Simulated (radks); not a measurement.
Results of a calculation; reference values are marked as such.
All-electron atom: neutral germanium in [Ar] 3d10 4s2 4p2.

Level of theory: scalar-relativistic Kohn-Sham, r2SCAN, spin-polarised, spherical densities, finite nucleus; open shells are filled with parallel spins first; meta-GGA in the generalised Kohn-Sham scheme; Fermi nuclear charge, rms radius 4.0742 fm (a radial shooting solver on a logarithmic mesh with Libxc functionals).

Energy parts (eV):
total: -57122.139
kinetic: 58157.992
electron-nucleus: -137676.206
Hartree: 24569.247
exchange-correlation: -2173.172

Orbitals (lengths in bohr, moments of r in powers of bohr; r(max) is where P^2 peaks; r(90%) holds 90 % of the orbital's charge):
| orbital | occ. | eigenvalue (eV) | r(max) | r(90%) | <r^4> |
|---|---|---|---|---|---|
| 1s up | 1 | -10991.93 | 0.03073 | 0.0840 | 0.00002281 |
| 1s down | 1 | -10991.84 | 0.03073 | 0.0840 | 0.00002281 |
| 2s down | 1 | -1383.724 | 0.1759 | 0.324 | 0.004681 |
| 2s up | 1 | -1383.720 | 0.1759 | 0.324 | 0.004681 |
| 2p up | 3 | -1207.152 | 0.1413 | 0.300 | 0.003446 |
| 2p down | 3 | -1207.100 | 0.1413 | 0.300 | 0.003446 |
| 3s up | 1 | -173.3760 | 0.5417 | 0.931 | 0.3235 |
| 3s down | 1 | -173.3177 | 0.5418 | 0.932 | 0.3232 |
| 3p up | 3 | -118.7230 | 0.5431 | 0.993 | 0.4211 |
| 3p down | 3 | -118.6528 | 0.5432 | 0.993 | 0.4192 |
| 3d up | 5 | -29.8773 | 0.5061 | 1.25 | 1.248 |
| 3d down | 5 | -29.7244 | 0.5060 | 1.24 | 1.169 |
| 4s up | 1 | -12.8405 | 1.763 | 3.25 | 47.96 |
| 4s down | 1 | -10.8775 | 1.737 | 3.19 | 44.58 |
| 4p up | 2 | -4.6670 | 2.214 | 4.38 | 159.5 |
| 4p down | 0 | -2.3042 | 2.131 | 4.13 | 129.1 |

The highest occupied level is 4p up at -4.667 eV. Spin moment in Bohr magnetons: 2. Summed over all electrons, <r^2> = 40.27 bohr^2, which gives a Langevin (diamagnetic) susceptibility term of -31.9 x 10^-6 cm^3/mol. For comparison, the ionisation energy in NIST's Atomic Spectra Database is 7.899 eV (measured). In exact Kohn-Sham theory the highest level is minus the ionisation energy, but local and semilocal functionals leave it too shallow, through self-interaction and a potential that decays too fast; potentials with the right tail come closer. The density falls to 0.001 e/bohr^3 at r = 4.43 bohr. The spin density at the nucleus is -1.074 e/bohr^3 (1s -0.164, 2s 0.105, 3s 0.174, 4s -1.189). The electron density at the nucleus is 3.206e+04 e/bohr^3 (large components only).
